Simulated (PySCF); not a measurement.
A structure optimised at PBE0-D3(BJ)/def2-SVP, used in a PySCF frequency run:

```
O
Si 1 1.6703
H 2 1.4915 1 106.69
H 2 1.4958 3 109.58 1 -121.19
H 2 1.4982 3 109.34 4 -118.39
Te 1 2.0065 2 120.61 3 177.36
C 6 2.1407 1 94.16 2 -89.29
H 7 1.0968 6 110.27 1 66.85
H 7 1.0971 8 111.06 6 120.47
H 7 1.1000 8 109.84 9 121.54
```

### Question
Write its SMILES and formula.

### Answer
C[Te]O[SiH3], CH6OSiTe

### Question
What are its rotational constants (standard atomic weights)?

### Answer
6.0885, 1.6043, 1.3754 GHz
